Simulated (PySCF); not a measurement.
Compound: C6H9NO2S.
Z-matrix (Å and degrees, GFN2-xTB geometry), rows numbered from 1:
```
N 
C   1  1.3505
O   2  1.2102  1  123.05
C   2  1.5198  1  114.63  3  -177.97
C   4  1.5241  2  111.76  1  -149.49
C   5  1.5191  4  113.58  2   -58.29
O   6  1.2011  5  122.23  4   130.79
C   6  1.5177  5  115.03  4   -55.62
C   8  1.5212  6  113.81  5    55.22
S   9  1.8166  8  111.43  6   -59.90
H   1  1.0070  2  118.35  3     3.20
H   1  1.0040  2  122.31  3   173.24
H   4  1.0920  2  111.41  1   -24.88
H   5  1.0926  4  109.44  2    62.84
H   5  1.0932  4  108.88  2  -178.40
H   8  1.0941  6  107.33  5   -65.95
H   8  1.0921  6  108.33  5   177.03
H   9  1.0895  8  111.07  6  -177.33
H   9  1.0896  8  110.71  6    60.85
```

Definitions: NICS(0) = −σiso at the ring centroid; NICS(1) = −σiso and NICS(1)zz = −σzz at ±1 Å along the ring normal z. Level: GIAO PBE0/pcSseg-1 (PySCF, non-relativistic, gas phase) on the GFN2-xTB geometry, one conformer.

Ring bond lengths (Å), with Mayer bond orders in brackets: C4–C5 1.524 (0.98), C5–C6 1.519 (0.96), C6–C8 1.518 (0.98), C8–C9 1.521 (1.01), C9–S10 1.817 (0.98), S10–C4 1.832 (1.02).

Question: What do the NICS probes read (ppm)?

Answer: 
```csv
ring,type,NICS(0),"NICS(1), two faces","NICS(1)zz, two faces",rms pucker (Å),"centre to ring atoms, mean (Å)"
C4–C5–C6–C8–C9–S10,6-membered ring with S; formal bonds all single,-1.2,-0.7 / -3.0,4.3 / -4.0,0.26,1.55
```

Question: What can be read from them?

Answer: 
- C4–C5–C6–C8–C9–S10: mean NICS(1)zz 0.2 ppm, near zero. C4, C5, C8, C9 have four or more neighbours, and the NICS criterion for π rings isn't applied. The two faces differ by 8.3 ppm, so no symmetry operation interchanges them.

Question: At the second NICS(1) probe listed for ring C4–C5–C6–C8–C9–S10, 1 Å off the ring, how large is the induced field along the normal in 9.4 T applied along it?

Answer: NICSzz × B0 = -4.0 ppm × 9.4 T = -38 μT, against the applied field.

Time: 2.1 min of wall time; peak memory 1.0 GiB. Hardware: one thread of an Intel Xeon at 2.50 GHz, no GPU, on a shared host. This is the whole shielding run at PBE0/pcSseg-1, SCF included.
